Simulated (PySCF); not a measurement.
B3LYP-D3(BJ)/def2-SVP geometry optimisation, gas phase with PySCF 2.14 and geomeTRIC: Nb(SH)4, charge 0, multiplicity 2. Start (GFN2-xTB, shaken):

```
9

Nb    0.0145   -0.0010   -0.0020
S     0.0452    0.0021    2.3823
H     0.0406    1.3445    2.5966
S     2.2460   -0.0201   -0.8355
H     2.4491   -1.3581   -0.9022
S    -1.0975    1.9379   -0.7909
H    -0.5301    2.0835   -1.9888
S    -1.1670   -1.9655   -0.7505
H    -2.0402   -2.0734    0.2013
```

```json
{"step": "0", "E − E(start) / kcal mol⁻¹": "0.00", "largest force / Eh bohr⁻¹": "0.03125"}
{"step": "1", "E − E(start) / kcal mol⁻¹": "-2.35", "largest force / Eh bohr⁻¹": "0.00318"}
{"step": "2", "E − E(start) / kcal mol⁻¹": "-2.65", "largest force / Eh bohr⁻¹": "0.00196"}
{"step": "3", "E − E(start) / kcal mol⁻¹": "-2.97", "largest force / Eh bohr⁻¹": "0.00272"}
{"step": "4", "E − E(start) / kcal mol⁻¹": "-3.04", "largest force / Eh bohr⁻¹": "0.00128"}
{"step": "5", "E − E(start) / kcal mol⁻¹": "-3.12", "largest force / Eh bohr⁻¹": "0.00144"}
{"step": "6", "E − E(start) / kcal mol⁻¹": "-3.12", "largest force / Eh bohr⁻¹": "0.00082"}
{"step": "7", "E − E(start) / kcal mol⁻¹": "-3.12", "largest force / Eh bohr⁻¹": "0.00063"}
{"step": "8", "E − E(start) / kcal mol⁻¹": "-3.12", "largest force / Eh bohr⁻¹": "0.00116"}
{"step": "9", "E − E(start) / kcal mol⁻¹": "-3.13", "largest force / Eh bohr⁻¹": "0.00080"}
{"step": "10", "E − E(start) / kcal mol⁻¹": "-3.13", "largest force / Eh bohr⁻¹": "0.00023"}
```

The optimisation met its thresholds. End point:

```
9

Nb   -0.0248    0.0144   -0.0068
S    -0.1339   -0.0976    2.3503
H     0.2893    1.1641    2.6292
S     2.2055   -0.0086   -0.7693
H     2.4898   -1.3151   -0.5210
S    -1.0496    2.0144   -0.7467
H    -0.5683    1.9986   -2.0181
S    -1.0795   -1.8935   -0.9114
H    -2.1677   -1.9268   -0.0959
```

Metal–donor distances, start → end: S2 2.384 → 2.362 Å, S4 2.382 → 2.357 Å, S6 2.370 → 2.366 Å, S8 2.411 → 2.360 Å.

No frequencies were computed, so the end point may be a saddle point.

The job took 2.2 min on one thread of Arm Neoverse V2 (shared host), with 123 basis functions and a peak of 0.51 GiB, launched as `OMP_NUM_THREADS=1 python lf_run.py task.json out`.
